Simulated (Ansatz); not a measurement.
`C[SiH2][Si](F)(F)F` → `F[SiH](F)F` + `C[SiH]` at 400 K and 1 bar (silylene formation by 1,1-elimination).

Isolated molecules relaxed with PBE0-D4/def2-TZVP in Ansatz; ΔE leaves out vibrations. CBS: MP2 limit from def2 TZ/QZ plus the TZ coupled-cluster correction, frozen cores. This one scheme is used for every species. Each species was taken in one conformer, which may not be the lowest.

| species | CCSD(T)/CBS energy (Eh) | H − E (kJ/mol) | S (J/(mol·K)) |
| --- | --- | --- | --- |
| `C[SiH2][Si](F)(F)F` | -918.81998 | 207.1 | 430.9 |
| `F[SiH](F)F` | -589.26725 | 67.9 | 298.2 |
| `C[SiH]` | -329.46712 | 128.7 | 279.3 |

H − E and S are ideal-gas, rigid-rotor, harmonic terms from PBE0-D4/def2-TZVP, for one conformer and one mirror image of each species. 1 Eh = 2625.50 kJ/mol, R = 8.31446 J/(mol·K).

Q: By hand: ΔE, ΔH, ΔS and ΔG.

A: ΔE = (-589.26725) + (-329.46712) − (-918.81998) = 0.08561 Eh = 224.8 kJ/mol. Δ(H − E) = 67.9 + 128.7 − 207.1 = -10.5, so ΔH = 214.3 kJ/mol. ΔS = 298.2 + 279.3 − 430.9 = 146.6 J/(mol·K). ΔG = 214.3 − 400 × (146.6)/1000 = 155.7 kJ/mol.

Q: By hand: the equilibrium constant, and the temperature at which ΔG would vanish if ΔH and ΔS stayed fixed.

A: log₁₀ K = −ΔG/(RT ln 10) = -20.3. ΔG = 0 at ΔH/ΔS = 1462 K.

The number of gas molecules changes by +1, which sets the sign of ΔS. A doubt of 5 kJ/mol in ΔE shifts log₁₀ K by 0.7 here. Other conformers and mirror images would add mixing entropy, several J/(mol·K) or more a flexible species. Modes under 60 cm⁻¹, often nearly free rotors, make the harmonic entropy too high. These are equilibria of isolated gas molecules and say nothing of rates. Largest T1 diagnostic: 0.012 (customary marks: 0.02 for closed shells, 0.045 for open ones).
